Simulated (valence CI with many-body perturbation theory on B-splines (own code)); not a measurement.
**Level structure of Pt⁵⁺**

Level of theory: configuration interaction combined with many-body perturbation theory (CI+MBPT): five valence electrons over a frozen Dirac-Fock core [Xe] 4f14, radial functions for each j: 7 s, 7 p, 8 d, 6 f, 4 g, 1 h, with the one-electron correlation potential Σ1, the two-electron term Σ2, the three-electron term Σ3, Breit, model QED; selected CI, second order for the rest (own B-spline code, finite nucleus).

No measured spectrum was set against this ion. As an estimate, terms of the open shell hold to 2 to 4 % of their energy, and close levels can change places; different configurations can be misplaced against each other by 1,000 to 8,000 cm⁻¹. Among the levels kept, up to 2100 cm⁻¹ of a level comes from second order outside the variational space, and about a tenth of that is noise between levels of different J, which matters for small intervals.

Levels 181 to 219 of 219, with energies above the lowest level, 5d⁵ ⁶S_5/2. "Leading %" is the weight of the configuration and term that name the level; weights of strongly mixed levels are sums over their largest components and can fall short. In the jj column 3d3/2^4 stands for four electrons in 3d with j = 3/2. Lifetimes count E1, E2, E3, M1 and M2 decay at the calculated energies, and are blank where another channel may lead or the interval is too uncertain; long ones can be off by a factor of two.

```
No.  Configuration  Term     J  E (cm⁻¹)  Leading %  Second component  Lifetime                    Leading jj
181          5d⁴6p   ²H°   9/2    252830         33    13 % 5d⁴6p ⁴G°   95.0 ps  5d3/2^2 5d5/2^2 6p3/2 (74 %)
182          5d⁴6p   ⁴F°   5/2    252970         23    16 % 5d⁴6p ⁴G°    105 ps  5d3/2^2 5d5/2^2 6p3/2 (39 %)
183          5d⁴6p   ²P°   1/2    253010         53    19 % 5d⁴6p ²S°    174 ps    5d3/2 5d5/2^3 6p1/2 (47 %)
184          5d⁴6p   ²F°   5/2    253920         38    12 % 5d⁴6p ⁴F°    108 ps    5d3/2 5d5/2^3 6p1/2 (43 %)
185          5d⁴6p   ²F°   5/2    254150         26    20 % 5d⁴6p ⁴D°    130 ps    5d3/2 5d5/2^3 6p1/2 (29 %)
186          5d⁴6p   ²G°   9/2    254440         38    14 % 5d⁴6p ⁴H°    160 ps  5d3/2^2 5d5/2^2 6p3/2 (60 %)
187          5d⁴6p   ²H°  11/2    255110         49    21 % 5d⁴6p ⁴H°    213 ps  5d3/2^2 5d5/2^2 6p3/2 (88 %)
188          5d⁴6p   ²F°   7/2    255120         29    17 % 5d⁴6p ²G°   78.8 ps  5d3/2^2 5d5/2^2 6p3/2 (52 %)
189          5d⁴6p   ²D°   3/2    255170         28    14 % 5d⁴6p ⁴S°    105 ps  5d3/2^2 5d5/2^2 6p3/2 (45 %)
190          5d⁴6p   ²D°   3/2    256080         40    16 % 5d⁴6p ⁴P°    105 ps  5d3/2^2 5d5/2^2 6p3/2 (31 %)
191          5d⁴6p   ⁴G°   9/2    256780         37    17 % 5d⁴6p ²G°    186 ps  5d3/2^2 5d5/2^2 6p3/2 (74 %)
192          5d⁴6p   ⁴D°   7/2    256790         48    16 % 5d⁴6p ⁴F°    172 ps  5d3/2^2 5d5/2^2 6p3/2 (64 %)
193          5d⁴6p   ²D°   5/2    257160         31    14 % 5d⁴6p ⁴F°    158 ps  5d3/2^2 5d5/2^2 6p3/2 (65 %)
194          5d⁴6p   ²H°  11/2    257470         34    20 % 5d⁴6p ⁴G°   84.7 ps  5d3/2^2 5d5/2^2 6p3/2 (51 %)
195          5d⁴6p   ²F°   7/2    258220         37    11 % 5d⁴6p ⁴G°    168 ps    5d3/2 5d5/2^3 6p3/2 (41 %)
196          5d⁴6p   ²H°  11/2    258410         45    24 % 5d⁴6p ⁴G°    101 ps  5d3/2^2 5d5/2^2 6p3/2 (59 %)
197          5d⁴6p   ⁴F°   9/2    258520         37    17 % 5d⁴6p ²G°    161 ps  5d3/2^2 5d5/2^2 6p3/2 (60 %)
198          5d⁴6p   ⁴P°   1/2    260200         64    13 % 5d⁴6p ²S°    105 ps    5d3/2 5d5/2^3 6p1/2 (52 %)
199          5d⁴6p   ²P°   3/2    260610         29    13 % 5d⁴6p ⁴P°    216 ps  5d3/2^2 5d5/2^2 6p3/2 (38 %)
200         5d³6s²    ⁴F   5/2    260720         90     6 % 5d³6s² ²D    150 ns     5d3/2^2 5d5/2 6s^2 (88 %)
201          5d⁴6p   ⁴D°   7/2    260970         27    16 % 5d⁴6p ²G°   99.1 ps  5d3/2^2 5d5/2^2 6p3/2 (68 %)
202          5d⁴6p   ²H°   9/2    261020         34    23 % 5d⁴6p ⁴G°    176 ps    5d3/2 5d5/2^3 6p3/2 (54 %)
203          5d⁴6p   ²F°   5/2    261200         46    10 % 5d⁴6p ⁴G°    108 ps  5d3/2^2 5d5/2^2 6p3/2 (42 %)
204          5d⁴6p   ²G°   7/2    261250         46    15 % 5d⁴6p ²F°    106 ps  5d3/2^2 5d5/2^2 6p3/2 (58 %)
205          5d⁴6p   ²G°   7/2    261620         27    10 % 5d⁴6p ⁴G°    137 ps    5d3/2 5d5/2^3 6p3/2 (41 %)
206          5d⁴6p   ²P°   1/2    261630         49    17 % 5d⁴6p ⁴P°   91.7 ps  5d3/2^2 5d5/2^2 6p3/2 (49 %)
207          5d⁴6p   ²P°   3/2    261680         36    17 % 5d⁴6p ²D°    114 ps  5d3/2^2 5d5/2^2 6p3/2 (30 %)
208          5d⁴6p   ²F°   5/2    262240         36    16 % 5d⁴6p ⁴D°   95.5 ps    5d3/2 5d5/2^3 6p3/2 (39 %)
209          5d⁴6p   ²F°   5/2    262390         31    11 % 5d⁴6p ²D°    102 ps    5d3/2 5d5/2^3 6p1/2 (31 %)
210          5d⁴6p   ²G°   9/2    262620         42     9 % 5d⁴6p ⁴F°    168 ps  5d3/2^2 5d5/2^2 6p3/2 (41 %)
211          5d⁴6p   ²P°   3/2    263620         26    14 % 5d⁴6p ²D°    139 ps    5d3/2 5d5/2^3 6p3/2 (44 %)
212          5d⁴6p   ⁴H°  13/2    263910         48    20 % 5d⁴6p ²I°    199 ps    5d3/2 5d5/2^3 6p3/2 (84 %)
213          5d⁴6p   ⁴D°   3/2    263910         38    15 % 5d⁴6p ⁴F°    128 ps  5d3/2^2 5d5/2^2 6p3/2 (31 %)
214          5d⁴6p   ⁴F°   7/2    264250         24    20 % 5d⁴6p ⁴G°    193 ps    5d3/2 5d5/2^3 6p3/2 (51 %)
215          5d⁴6p   ²F°   5/2    264350         30    23 % 5d⁴6p ⁴D°    118 ps  5d3/2^2 5d5/2^2 6p3/2 (39 %)
216          5d⁴6p   ²H°   9/2    265320         54    18 % 5d⁴6p ²G°    126 ps    5d3/2 5d5/2^3 6p1/2 (27 %)
217          5d⁴6p   ²F°   5/2    265360         44    15 % 5d⁴6p ⁴G°    136 ps    5d3/2 5d5/2^3 6p1/2 (26 %)
218          5d⁴6p   ²F°   7/2    265470         45    22 % 5d⁴6p ⁴D°    128 ps    5d3/2 5d5/2^3 6p3/2 (41 %)
219          5d⁴6p   ²P°   1/2    266160         55    24 % 5d⁴6p ⁴D°    118 ps          5d5/2^4 6p1/2 (27 %)
```

Names give the largest LS component (configuration and term), which can be under half, so a name can repeat, a term be missing and a line seem to break the LS rules; names also repeat where a configuration has a term twice.

Where two levels of one J and parity lie close, their mixing, g and order are uncertain.
